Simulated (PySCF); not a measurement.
CH3Zn (SMILES [CH3][Zn+]), charge +1, singlet, at a GFN2-xTB geometry (such geometries of metal compounds can be far from the true shape); B3LYP/6-31G in PySCF.

Here is a job for PySCF.
```python
from pyscf import gto, scf, dft

mol = gto.M(
    atom='''
Zn   -0.34914678   -0.20143649   -0.26629558
C     1.09381840    0.63106679    0.83425947
H     1.59595133   -0.20267503    1.33375943
H     0.57940379    1.30261333    1.52792074
H     1.73613783    1.15675559    0.12163043
''',
    basis='6-31g',
    charge=1,
    verbose=4,
)

mf = dft.RKS(mol)
mf.xc = 'b3lyp'
mf.kernel()
```

The log (banner, timings and long lists left out):

```
PySCF version 2.14.0

[INPUT] verbose = 4
[INPUT] num. atoms = 5
[INPUT] num. electrons = 38
[INPUT] charge = 1
[INPUT] spin (= nelec alpha-beta = 2S) = 0
[INPUT] symmetry False subgroup None
[INPUT] Mole.unit = angstrom
[INPUT] Symbol           X                Y                Z      unit          X                Y                Z       unit  Magmom
[INPUT]  1 Zn    -0.349146780000  -0.201436490000  -0.266295580000 AA   -0.659791791474  -0.380659797594  -0.503225714382 Bohr   0.0
[INPUT]  2 C      1.093818400000   0.631066790000   0.834259470000 AA    2.067017206010   1.192543399408   1.576521915125 Bohr   0.0
[INPUT]  3 H      1.595951330000  -0.202675030000   1.333759430000 AA    3.015910921835  -0.383000298988   2.520440038756 Bohr   0.0
[INPUT]  4 H      0.579403790000   1.302613330000   1.527920740000 AA    1.094914478635   2.461582439908   2.887351738643 Bohr   0.0
[INPUT]  5 H      1.736137830000   1.156755590000   0.121630430000 AA    3.280825013197   2.185951258160   0.229848201113 Bohr   0.0

nuclear repulsion = 76.1923413406247
number of shells = 22
number of NR pGTOs = 124
number of NR cGTOs = 42
basis = 6-31g
ecp = {}

******** <class 'pyscf.dft.rks.RKS'> ********
method = RKS
initial guess = minao
damping factor = 0
level_shift factor = 0
DIIS = <class 'pyscf.scf.diis.CDIIS'>
diis_start_cycle = 1
diis_space = 8
diis_damp = 0
SCF conv_tol = 1e-09
SCF conv_tol_grad = None
SCF max_cycles = 50
direct_scf = True
direct_scf_tol = 1e-13
XC library pyscf.dft.libxc version 7.1.2
    S. Lehtola, C. Steigemann, M. J. T. Oliveira, and M. A. L. Marques,  SoftwareX 7, 1–5 (2018)
XC functionals = b3lyp
    P. J. Stephens, F. J. Devlin, C. F. Chabalowski, and M. J. Frisch,  J. Phys. Chem. 98, 11623 (1994)
radial grids:
    Treutler-Ahlrichs [JCP 102, 346 (1995); DOI:10.1063/1.469408] (M4) radial grids

becke partition: Becke, JCP 88, 2547 (1988); DOI:10.1063/1.454033
pruning grids: <function nwchem_prune>
grids dens level: 3
symmetrized grids: False
atomic radii adjust function: <function treutler_atomic_radii_adjust>
small_rho_cutoff = 0
Set gradient conv threshold to 3.16228e-05
Initial guess from minao.
tot grids = 64184
init E= -1818.53132729697
  HOMO = -0.323050501320709  LUMO = -0.152509459754243  gap/eV = 4.64066
cycle= 1 E= -1818.66091016494  delta_E= -0.13  |g|= 0.335  |ddm|= 1.81
  HOMO = -0.515241532252078  LUMO = -0.344070596294237  gap/eV = 4.65780
cycle= 2 E= -1818.55149087207  delta_E= 0.109  |g|= 0.664  |ddm|= 1.18
  HOMO = -0.537836110513276  LUMO = -0.357645462163412  gap/eV = 4.90324
cycle= 3 E= -1818.70254503308  delta_E= -0.151  |g|= 0.0243  |ddm|= 0.715
  HOMO = -0.527335684585603  LUMO = -0.347293751044657  gap/eV = 4.89919
cycle= 4 E= -1818.70259214128  delta_E= -4.71e-05  |g|= 0.0261  |ddm|= 0.0506
  HOMO = -0.529261475896841  LUMO = -0.348161745585333  gap/eV = 4.92797
cycle= 5 E= -1818.70271165199  delta_E= -0.00012  |g|= 0.00231  |ddm|= 0.0183
  HOMO = -0.529486754666219  LUMO = -0.348267832219302  gap/eV = 4.93122
cycle= 6 E= -1818.70271345835  delta_E= -1.81e-06  |g|= 0.000313  |ddm|= 0.00405
  HOMO = -0.529513847088059  LUMO = -0.348256120215239  gap/eV = 4.93227
cycle= 7 E= -1818.70271349812  delta_E= -3.98e-08  |g|= 5.65e-05  |ddm|= 0.00052
  HOMO = -0.529511227005087  LUMO = -0.348263122143796  gap/eV = 4.93201
cycle= 8 E= -1818.7027134998  delta_E= -1.68e-09  |g|= 5.49e-06  |ddm|= 0.000108
  HOMO = -0.529511670132526  LUMO = -0.348263101837691  gap/eV = 4.93202
cycle= 9 E= -1818.70271349981  delta_E= -1.14e-11  |g|= 3.4e-07  |ddm|= 7.67e-06
  HOMO = -0.529511743554545  LUMO = -0.348263122628221  gap/eV = 4.93203
Extra cycle  E= -1818.70271349981  delta_E= 2.5e-12  |g|= 4.61e-07  |ddm|= 7.48e-07
converged SCF energy = -1818.70271349981
```
